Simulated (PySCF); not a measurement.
C4H10N, SMILES [CH2]CNCC, multiplicity 2. Geometry optimised at PBE-D3(BJ)/def2-SVP. The isomer is the one that the SMILES or the coordinates give; other isomers of the formula were not compared. Other conformers were not sampled.

Calculation: PBE-D3(BJ)/def2-SVP run with PySCF.

Harmonic wavenumbers (cm⁻¹): 83, 106, 136, 256, 272, 353, 456, 501, 733, 753, 791, 903, 971, 1041, 1060, 1098, 1103, 1152, 1215, 1260, 1301, 1318, 1353, 1374, 1389, 1407, 1424, 1436, 1450, 2841, 2881, 2964, 2965, 2969, 3053, 3074, 3075, 3187, 3410. Rotational constants (GHz): 13.70, 2.415, 2.281; symmetry number 1.

### Question
Work out the zero-point energy and the ideal-gas rigid-rotor harmonic-oscillator thermochemistry at 298.15 K and 1 atm.

### Answer
ZPE = ½ Σ hcν = ½ × 57114 cm⁻¹ = 341.62 kJ/mol. H − E(el) = 363.44 kJ/mol. Entropy in J/(mol K): translation 162.11, rotation 108.19, vibration 72.96, spin 5.76, total 349.01. G − E(el) = 259.38 kJ/mol. Cp = 114.30 J/(mol K). Modes under 150 cm⁻¹ make the vibrational entropy uncertain.
